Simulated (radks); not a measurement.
The platinum ion Pt76+, configuration [He].

All-electron calculation, non-relativistic Kohn-Sham, PBE, spin-polarised, spherical densities, point nucleus; relativity is left out, which matters for an element this heavy. Program: a radial shooting solver on a logarithmic mesh with Libxc functionals.

Energy parts (hartree):
total: -6034.4002
kinetic: 6034.3518
electron-nucleus: -12118.2266
Hartree: 97.0305
exchange-correlation: -47.5560

Orbitals (lengths in bohr, moments of r in powers of bohr):
1s: occ. 2; eigenvalue (hartree) -2975.214; <r^2> 0.0004987
2s: occ. 0; eigenvalue (hartree) -733.1348; <r^2> 0.007075
2p: occ. 0; eigenvalue (hartree) -729.1843; <r^2> 0.005100

The highest occupied level is 1s at -80960 eV. The density falls to 0.001 e/bohr^3 at r = 0.13 bohr. The electron density at the nucleus is 2.997e+05 e/bohr^3. Summed over all electrons, <r^2> = 0.0009974 bohr^2, which gives a Langevin (diamagnetic) susceptibility term of -0.00079 x 10^-6 cm^3/mol. For comparison, the ionisation energy in NIST's Atomic Spectra Database is 88955.1 eV (theoretical). In exact Kohn-Sham theory the highest level is minus the ionisation energy, but local and semilocal functionals leave it too shallow, through self-interaction and a potential that decays too fast; potentials with the right tail come closer. Virial ratio -V/T = 2.00001.
